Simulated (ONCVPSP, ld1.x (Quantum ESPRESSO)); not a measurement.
**Potentials for lead compared**

Generated with ld1.x 7.5 (TM, RRKJ, ultrasoft, PAW), atompaw 4.2 or ONCVPSP 4.0.1. The cutoff is in Ry: for ld1.x and atompaw files where the sum of valence levels is converged to 10 mRy in a Bessel basis, for ONCV files where the hardest occupied wave has 1 mHa per electron of residual kinetic energy. The error is the largest all-electron minus pseudo excitation energy over each file’s own four to seven test configurations (ionisations up to +4, promotions, holes and added fractions of an electron), all of which were solved. The labels leave out finer settings (local radius, basis sizes, second energies), which also bear on the numbers. Spin-polarised tests are not counted. The rows are a selection from randomly drawn settings: files with unsolved tests, undetermined cutoffs or missed reference levels are left out.

A true bound ghost makes a file unfit for plane-wave use even where its test errors are small: the radial tests pick states by their node count and pass the ghost by.

| potential | cutoff (Ry) | largest error (meV) | bound ghosts |
| --- | --- | --- | --- |
| ONCV, PBEsol, scalar-relativistic, rc 1.60/2.55/1.30 (spd), local smoothed, core correction no, reference 5d10 6s2 6p2, qcut 3.8/2.9/7.7, projectors 3/2/3 | 70 | -34 | s, p |
| ONCV, PBE, scalar-relativistic, rc 1.45/1.35/1.65 (spd), local smoothed, core correction yes, reference 5s2 5p6 5d10 6s2 6p0.5, qcut 10.5/7.9/9.6, projectors 2/2/3 | 74 | +5.3 | none |
| ONCV, LDA (Perdew-Wang 92), scalar-relativistic, rc 2.05/2.50 (sp), local smoothed, core correction yes, reference 6s2 6p1, qcut 3.1/3.5, projectors 3/2 | 34 | +86 | none |

Problem. Fill in the row for Pb: TM semilocal, Wu–Cohen, scalar-relativistic, rc 2.05/1.85/2.10 (spd), local s, core correction no, reference 6s1.75 6p2.25.

Solution. cutoff 30 Ry, largest error +177 meV, bound ghosts: none.

Problem. Fill in the row for Pb: ONCV, PBE, scalar-relativistic, rc 1.75/2.35/1.75 (spd), local s, core correction yes, reference 5d10 6s2 6p1, qcut 3.3/4.1/7.7, projectors 0/3/3.

Solution. cutoff 45 Ry, largest error -32 meV, bound ghosts: none.
